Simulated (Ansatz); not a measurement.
Mulliken charges of C₂H₅ClGeO, SMILES `O=C[CH](Cl)[GeH3]` from ωB97M-V/def2-TZVPP in Ansatz (PBE0-D4/def2-TZVP geometry).

| atom | x (Å) | y (Å) | z (Å) | charge (e) |
| --- | --- | --- | --- | --- |
| O1 | -1.554 | 0.879 | 1.712 | -0.249 |
| C2 | -0.447 | 0.750 | 1.275 | 0.068 |
| C3 | 0.107 | -0.465 | 0.613 | -0.167 |
| Cl4 | -0.890 | -1.906 | 0.825 | -0.080 |
| Ge5 | 0.326 | -0.116 | -1.341 | 0.044 |
| H6 | 0.288 | 1.586 | 1.302 | 0.092 |
| H7 | 1.106 | -0.663 | 1.012 | 0.165 |
| H8 | -1.071 | 0.079 | -1.935 | 0.055 |
| H9 | 1.186 | 1.145 | -1.528 | 0.029 |
| H10 | 1.032 | -1.339 | -1.932 | 0.043 |

Q: By hand: the dipole of these point charges (1 e Å = 4.8032 D).

A: Σ q r = (0.653, 0.074, -0.514) e Å, of length 0.834 e Å = 4.01 D.

Q: How does the dipole of the full density compare? (Best estimate.)

A: The calculation gave: (0.648, 0.095, -0.341) e Å, 3.55 D; the point charges give 1.13 times that, at 11° from its direction.

Point charges leave out the atoms' own dipoles, such as those of lone pairs, and Mulliken's split depends on the basis, so the close match here is no proof of good charges.
